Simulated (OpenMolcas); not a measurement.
## 5d² along the 70-electron sequence

```json
{
  "Program": "OpenMolcas 26.06",
  "Method": "SS-RASPT2, IPEA 0.25 Eh, imaginary shift 0.1 Eh",
  "Basis": "ANO-R2",
  "Scalar Hamiltonian": "X2C, finite nucleus",
  "Spin-orbit coupling": "state interaction with AMFI integrals over the reference wave functions, term energies averaged over their components"
}
```

Active space for each ion: 8 electrons in 8 orbitals (RAS1 5p, at most 2 holes; RAS2 5d); closed shells correlated by CASPT2: 5s.

Computed levels in cm-1 above ³F₂:

| Level | W4+ | Re5+ | Os6+ | Ir7+ |
| --- | --- | --- | --- | --- |
| ³F₃ | 7360 | 8890 | 10980 | 13230 |
| ³F₄ | 13190 | 15740 | 19040 | 22500 |
| ³P₀ | 13480 | 14880 | 16420 | 17940 |
| ³P₁ | 17780 | 20190 | 23210 | 26380 |
| ¹G₄ | 24190 | 27990 | 32690 | 37680 |
| ³P₂ | 24820 | 29210 | 34630 | 40330 |
| ¹S₀ | 44830 | 51780 | 59080 | 66540 |
| weight of ³F in the lowest level (%) | 87 | 87 | 87 | 86 |

Mixed levels, with the weight of the term that names them: W4+ ³P₂ (67 %), Re5+ ³P₂ (61 %), Os6+ ³P₂ (58 %), Ir7+ ³P₂ (56 %).

Measured, with the error of the calculation in %. Measured levels: W4+ from the list in J. Phys. B 45, 065001 (2012); Os6+, Ir7+ from van het Hof, Joshi, Wyart and Sugar, J. Res. Natl. Inst. Stand. Technol. 100, 687 (1995).

```tsv
Level	W4+	Os6+	Ir7+
³F₃		10308 (+6.5)	12672 (+4.4)
³F₄	11519 (+14.5)		21615 (+4.1)
³P₀	12839 (+5.0)	15837 (+3.7)	17254 (+3.9)
³P₁	16331 (+8.9)	22098 (+5.1)	25221 (+4.6)
¹G₄	22346 (+8.2)	31274 (+4.5)	36253 (+3.9)
³P₂	22615 (+9.7)	33127 (+4.5)	38878 (+3.7)
¹S₀	43110 (+4.0)	57710 (+2.4)	65022 (+2.3)
```

The fine-structure level ³F₄ changes by a factor of 1.71 from W4+ to Ir7+. Its fourth root runs 10.72, 11.20, 11.75, 12.25, with steps per unit of Z of 0.48, 0.55, 0.50; equal steps would mean a (Z - σ)^4 law with constant σ.

³P₀ changes by a factor of 1.33 over the same range, with steps per unit of Z of +1400, +1540, +1520 cm-1.

Term energies are means over components that CASPT2 splits; among the terms shown or strongly mixed into the levels shown the widest spread is 260 cm-1 (5d² ¹G, Re5+). Active for correlation alone: 5p; no level in the range computed is led by a configuration that opens it, so any true level of that kind is missing. Computed and measured levels are paired by configuration, term and J; levels that our copy of the source lacks, or whose pairing is in doubt (as where it misses far off the trend of its configuration), stay unpaired and out of the deviations. Only configurations of the active space appear.
